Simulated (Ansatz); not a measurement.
Consider the redistribution: `[GeH3][GeH2][SiH2][GeH2][GeH3]` + `BO[SiH2][GeH3]` → `B[O][GeH3]` + `[GeH3][SiH2][GeH2][SiH2][GeH2][GeH3]`.

Isolated molecules relaxed with PBE0-D4/def2-TZVP in Ansatz; ΔE leaves out vibrations. CCSD(T)/CBS is the MP2 limit (def2-TZVPP, def2-QZVPP) plus CCSD(T) − MP2 in def2-TZVPP, frozen cores. DFT in def2-TZVPP. For Ge outer-core shells are correlated without core-valence functions, which leaves a few kJ/mol of doubt a bond. Scalar relativity is left out up to krypton. Each species was taken in one conformer, which may not be the lowest.

| species | r2SCAN-D4 energy (Eh) |
| --- | --- |
| `[GeH3][GeH2][SiH2][GeH2][GeH3]` | -8604.68737 |
| `BO[SiH2][GeH3]` | -2470.79957 |
| `B[O][GeH3]` | -2180.09542 |
| `[GeH3][SiH2][GeH2][SiH2][GeH2][GeH3]` | -8895.36908 |

Q: Work out ΔE.

A: ΔE = (-2180.09542) + (-8895.36908) − (-8604.68737) − (-2470.79957) = 0.02244 Eh = +58.9 kJ/mol. CCSD(T)/CBS gives +60.2 kJ/mol.

Largest T1 diagnostic among the species: 0.013.

The D4 term adds −7.1 kJ/mol with B3LYP and −4.5 kJ/mol with PBE0; it sums over pairs of atoms, weighted by their polarisabilities, and B3LYP, whose exchange is more repulsive, gets the larger term. In def2-TZVPP, CCSD(T) changes the Hartree–Fock value by −16.0 kJ/mol (the triples alone add −3.6 kJ/mol) and MP2 by −14.8 kJ/mol.

B3LYP here is the variant with VWN-RPA as its local correlation; programs differ in this.
